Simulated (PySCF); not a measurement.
**How methods differ on the excitation energy of P**

P [Ne] 3s2 3p3 (4S) → P [Ne] 3s1 3p3 4s1 (6S), as a difference of total energies. Computed with PySCF 2.14 in aug-cc-pV(T+d)Z with one added diffuse shell each of s, p, d, f type (7s6p5d3f, 71 functions), with no relativity, point nucleus. Correlated levels: valence: [Ne] frozen. The calculations carry no spin-orbit coupling.

```tsv
method	excitation energy (cm⁻¹)
UHF	84162
LDA	101080
PBE	100250
PBE0	99422
r2SCAN	96553
TPSSh	101080
PW91	100400
BP86	100420
BHandHLYP	102550
MP2 (valence)	96200
SCS-MP2 (valence)	99844
```

The upper state lies above the first ionisation limit, but in LS coupling its spin forbids autoionisation to the ground ion. A Rydberg-like electron needs more diffuse functions than a valence basis has.

The promoted electron is Rydberg-like, and one or two diffuse shells describe it only roughly, which tends to raise the upper state.
